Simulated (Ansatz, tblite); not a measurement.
Clusters of 3 atoms, chalcogenide: E(high spin) − E(low spin) (eV) at several levels, gas phase, relaxed structures; Ansatz, xTB through tblite. Each state is relaxed at the level in the geometry column; the other columns are single points. Clusters are the lowest isomers that short searches found in that spin, judged at the geometry's level. Core potentials for Au, Ta, Te, W, Zr in the def2 sets, no spin–orbit coupling. xTB has no spin-polarisation term. Singlets are spin-restricted. The structures are stationary points that may keep the symmetry of their start. Correlated methods freeze inner cores and use unrestricted references for open shells. Remarks come from the PBE and PBE0 runs and from stability tests at other levels; not every state was tested.

```tsv
species	state	geometry	GFN1-xTB	GFN2-xTB	PBE-D4/def2-TZVP	r2SCAN-D4/def2-TZVP	PBE0-D4/def2-TZVP	RPA@PBE/def2-TZVP	remarks
Li2S	triplet − singlet	PBE0-D4/def2-TZVP	2.97	2.36	1.96	1.97	1.90	1.66	–
ZrTe2⁺	quartet − doublet	r2SCAN-D4/def2-TZVP	0.87	1.98	0.97	0.81	0.75	0.96	spin-contaminated (⟨S²⟩ up to 0.83)
ZrSe2⁺	quartet − doublet	PBE0-D4/def2-TZVP	1.25	1.78	1.21	1.07	1.00	1.15	–
WS2⁺	quartet − doublet	PBE-D4/def2-TZVP	1.69	0.56	1.40	1.26	1.25	1.43	spin-contaminated (⟨S²⟩ up to 0.85)
Au2Se	quintet − singlet	r2SCAN-D4/def2-TZVP	4.06	5.95	2.78	2.61	2.99	2.95	–
```

Estimate the rows for TaSe2⁺ (quintet − singlet, r2SCAN-D4/def2-TZVP geometry); Cu2S (quintet − singlet, B3LYP-D4/def2-TZVP geometry).


```json
{"species": "TaSe2⁺", "state": "quintet − singlet", "geometry": "r2SCAN-D4/def2-TZVP", "GFN1-xTB": "2.81", "GFN2-xTB": "1.99", "PBE-D4/def2-TZVP": "2.24", "r2SCAN-D4/def2-TZVP": "2.00", "PBE0-D4/def2-TZVP": "1.97", "RPA@PBE/def2-TZVP": "2.23", "remarks": "restricted, untested"}
{"species": "Cu2S", "state": "quintet − singlet", "geometry": "B3LYP-D4/def2-TZVP", "GFN1-xTB": "5.88", "GFN2-xTB": "7.37", "PBE-D4/def2-TZVP": "3.66", "r2SCAN-D4/def2-TZVP": "3.46", "PBE0-D4/def2-TZVP": "4.10", "RPA@PBE/def2-TZVP": "3.51", "remarks": "–"}
```
